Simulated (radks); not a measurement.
Question: The mean radii <r> (bohr) of the occupied orbitals of an atom or ion are listed with their occupations. Calculated with a radial shooting solver on a logarithmic mesh with Libxc functionals: Dirac Kohn-Sham, PBE, spin-unpolarised, spherical densities, point nucleus.

orbital  occ.      <r>
1s1/2       2  0.03111
2s1/2       2   0.1345
2p1/2       2   0.1141
2p3/2       4   0.1192
3s1/2       2   0.3683
3p1/2       2   0.3600
3p3/2       4   0.3709
3d3/2       4   0.3437
3d5/2       6   0.3472
4s1/2       2   0.9121
4p1/2       2   0.9797
4p3/2       4    1.011
4d3/2       4    1.403
4d5/2       6    1.429
5s1/2       1    3.166

Name the element and its charge. Open shells, if any, fill j = l - 1/2 first.

Answer: Z = 47, silver, charge 0: Ag in [Kr] 4d10 5s1. The 1s radius gives Z: for a bare nucleus <r> = (2 gamma + 1)/(2Z) with gamma = sqrt(1 - (Z/c)^2), 0.03062 bohr for Z = 47, and screening makes it slightly larger (0.03111 here). The occupations add up to 47, and the charge is Z minus that.
